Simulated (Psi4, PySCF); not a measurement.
Input for PySCF:
```python
from pyscf import gto, scf, dft

mol = gto.M(
    atom='''
Zn    0.58546058    0.55080796    0.08695897
C    -0.38837776   -1.30315216   -1.03237670
C    -1.80118420   -1.04894133   -1.53447059
H    -0.41886505   -2.10825297   -0.28824323
H     0.22038041   -1.67851984   -1.87166753
H    -1.80997002   -0.27063761   -2.30335162
H    -2.44386489   -0.71548549   -0.71811260
H    -2.28021872   -1.94305266   -1.97928690
O     0.22724664    0.41242839    2.13860545
H     0.48811948    1.00484365    2.84413311
''',
    basis='6-31g**',
    charge=-1,
    spin=1,
    verbose=4,
)

mf = dft.UKS(mol)
mf.xc = 'camb3lyp'
mf.grids.atom_grid = (99, 590)
mf.grids.prune = None
mf.kernel()
```

Task: Write the same job for Psi4.

Result: Several could match; the one computed here: 
```
memory 2 GB

molecule mol {
-1 2
Zn    0.585461    0.550808    0.086959
C    -0.388378   -1.303152   -1.032377
C    -1.801184   -1.048941   -1.534471
H    -0.418865   -2.108253   -0.288243
H     0.220380   -1.678520   -1.871668
H    -1.809970   -0.270638   -2.303352
H    -2.443865   -0.715485   -0.718113
H    -2.280219   -1.943053   -1.979287
O     0.227247    0.412428    2.138605
H     0.488119    1.004844    2.844133
}

set {
  basis 6-31g**
  reference uks
  scf_type pk
  puream true
  d_convergence 1e-8
  dft_radial_points 99
  dft_spherical_points 590
}

energy('cam-b3lyp')
print_variables()
```

Both were run: PySCF gave -1934.105643 Eh and Psi4 -1934.105642 Eh, 0.002 mEh apart.
